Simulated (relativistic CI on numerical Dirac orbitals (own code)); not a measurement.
# Hyperfine structure of Lu XIX, mass number 173

Calculated at this level of theory: Dirac-Coulomb-Breit CI, orbitals from a KLI potential per configuration, model QED (radiative potential, 1s self-energy scaled to tabulated hydrogen-like ionisation energies), unscaled Slater integrals (own radial code, finite nucleus).

Configuration list (outside the closed core [Ar] 3d10 4p6 4d10): 4s2.4f7, 4s2.4f6.5s, 4s2.4f5.5s2, 4s2.4f6.6s, 4f9. Levels of other configurations are missing.

Nuclear spin I = 7/2, μ = 2.273 μN, Q = 3.53 b (tables of Stone and Pyykkö). The electronic factors are computed for point nuclear moments, without core polarisation or the Bohr-Weisskopf and QED corrections.

```
           Level  E (cm⁻¹)  A (MHz)  B (MHz)
 4s2.4f7 6P°_7/2   60987.5    390.4     5040
 4s2.4f7 6P°_5/2   63873.5    450.5     2770
 4s2.4f7 6P°_3/2   66346.6   -548.6    -1370
 4s2.4f7 6I°_7/2   68138.5     1585     1440
 4s2.4f7 6I°_9/2   69926.6     1265     1800
4s2.4f7 6I°_17/2   69943.5     1010    -25.7
4s2.4f7 6I°_11/2   71279.6     1106     1690
4s2.4f7 6I°_15/2   71738.2    996.3     1110
```

Levels with J = 0, under 50 % of one LS term, or S terms without an open s electron are left out. Small factors come from cancelling terms and can be off by tens of per cent or more.

At this charge energies of transitions that change n are usually good to better than 1 %, and those within a shell (Δn = 0) to a few per cent. Terms inside the open d or f shell come out 10 to 20 % too wide with unscaled integrals.

(1) Give the hyperfine levels of 4s2.4f7 6P°_3/2 relative to its centre of gravity.

Answers

(1) With K = F(F + 1) − I(I + 1) − J(J + 1), E = AK/2 + B[¾K(K + 1) − I(I + 1)J(J + 1)]/[2I(2I − 1)J(2J − 1)]: F = 2: 2971, F = 3: 2302, F = 4: 497.6, F = 5: -3222 MHz.

LS names give the leading component of a level, which can be under half, so a name can repeat, a term be missing and a line seem to break the LS rules.
